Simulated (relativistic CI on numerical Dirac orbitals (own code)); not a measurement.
Method of calculation: Dirac-Coulomb-Breit CI, orbitals from a KLI potential per configuration, a model potential for QED, unscaled Slater integrals (own radial code, finite nucleus).

The strongest absorption lines from the ground level of an ion, among the configurations computed and to levels below about 1290 eV (vacuum wavelength in nm, gf): 0.97876 (1.3), 0.97878 (1.7), 0.98221 (0.37), 0.99620 (0.42), 1.0113 (0.84), 1.2047 (0.38), 1.2051 (0.56), 3.9101 (0.89).

Question: Which ion is it?
A. Pm³⁴⁺
B. Pm³⁶⁺
C. Ce³¹⁺
D. Gd³⁷⁺

Answer: A. Pm³⁴⁺ has 27 electrons and the ground level 3s2 3p6 3d9 2D_5/2; the strongest line goes to 3s2 3p6 3d8 4f 4G°_7/2. The pattern of lines fixes the number of electrons, and along that sequence the line energies rise steadily with the charge (about as its square where n changes within one kind of shell, about linearly where n is kept but much faster in heavy ions where fine structure, which grows about as Z⁴, sets the gap, and irregularly where shells cross), which fixes Z. Configurations outside the model, such as inner-shell arrays, can give stronger lines. At this charge energies of transitions that change n are usually good to better than 1 %, and those within a shell (Δn = 0) to a few per cent.

LS names give the leading component of a level, which can be under half, so a name can repeat, a term be missing and a line seem to break the LS rules.
